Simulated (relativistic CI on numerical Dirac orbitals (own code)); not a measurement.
# Sensitivity of the levels of Pm19+ to α and to the nuclear radius

Calculated at this level of theory: Dirac-Coulomb-Breit CI, separate exchange-only KLI orbitals for each configuration, derivatives by finite differences, unscaled Slater integrals, QED left out (own radial code, finite nucleus).

CI space (outside the closed core [Ar] 3d10): 4s2 4p6 4d6, 4s2 4p5 4d7, 4s2 4p4 4d8, 4s 4p6 4d7, 4s2 4p6 4d5 5s, 4p6 4d8, 4s2 4p6 4d5 5p, 4s 4p5 4d8. Levels of other configurations are missing.

With x = (α/α₀)² − 1 an excitation energy changes as ω = ω₀ + qx; K = 2q/ω₀ is the relative enhancement. Terms are leading LS components, so labels can repeat. The field-shift factor is F = δν/δ⟨r²⟩ for the transition from the lowest level.

Lowest level 4s2 4p6 4d6 5D_4.

```csv
Level,ω₀ (cm⁻¹),q (cm⁻¹),F (GHz/fm²)
4s2 4p6 4d6 3P_2,14800.2,-205.7,-0.179
4s2 4p6 4d6 5D_3,27935.2,37070,0.577
4s2 4p6 4d6 5D_0,32401.3,20610,0.313
4s2 4p6 4d6 5D_1,36101.7,38730,0.551
4s2 4p6 4d6 1G_4,47180.5,20010,0.406
4s2 4p6 4d6 3G_5,62787.4,28540,0.584
4s2 4p6 4d6 3H_6,64353.1,29860,0.657
4s2 4p6 4d6 5D_2,68703.5,45620,0.543
4s2 4p6 4d6 3F_3,72196.7,34990,0.548
4s2 4p6 4d6 3F_2,74125.9,50680,0.551
4s2 4p6 4d6 1S_0,88527.1,58120,0.982
4s2 4p6 4d6 3H_4,92476.3,56140,0.986
4s2 4p6 4d6 3D_1,93721.1,43890,0.698
4s2 4p6 4d6 3D_2,94962.5,45090,0.705
4s2 4p6 4d6 3G_4,97736.4,57150,0.962
4s2 4p6 4d6 3P_0,104505.2,22390,0.266
4s2 4p6 4d6 3H_5,104680.8,71110,1.25
4s2 4p6 4d6 3D_3,104907.0,55930,0.948
4s2 4p6 4d6 1F_3,110843.7,57420,0.849
4s2 4p6 4d6 3F_3,115911.8,53000,0.93
4s2 4p6 4d6 1I_6,117521.8,68910,1.35
4s2 4p6 4d6 3P_1,124755.6,88580,1.05
4s2 4p6 4d6 1D_2,131445.4,70240,0.757
```

At this charge energies of transitions that change n are usually good to better than 1 %, and those within a shell (Δn = 0) to a few per cent. Terms inside the open d or f shell come out 10 to 20 % too wide with unscaled integrals.

Q: Which transition from the lowest level has the largest |K|?

A: 4s2 4p6 4d6 5D_3 at 27935.2 cm⁻¹, K = 2.65.
